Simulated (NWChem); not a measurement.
Total energies of Sn

```xyz
1

Sn     0.0000     0.0000     0.0000
```
Charge 0, spin multiplicity 3.

Program: NWChem.

Basis set: def2-TZVP (50 functions).

```json
[
 {"method": "UHF", "total energy (Ha)": "-213.33992"},
 {"method": "UMP2", "total energy (Ha)": "-213.60455"},
 {"method": "UB2PLYP", "total energy (Ha)": "-214.04554"},
 {"method": "UPBE", "total energy (Ha)": "-214.24935"},
 {"method": "UB3LYP", "total energy (Ha)": "-214.32749"},
 {"method": "UM06-2X", "total energy (Ha)": "-214.19507"}
]
```

Total energies of different functionals aren't comparable as a measure of quality: only differences taken within one method are. 

Effective core potentials replace the inner electrons of Sn; spin-orbit coupling is left out. The correlated methods keep 4 core orbitals frozen. B3LYP has NWChem's definition, with VWN1-RPA local correlation. The stability of the SCF solutions was not checked. Open-shell Hartree-Fock references start from PBE0 orbitals.
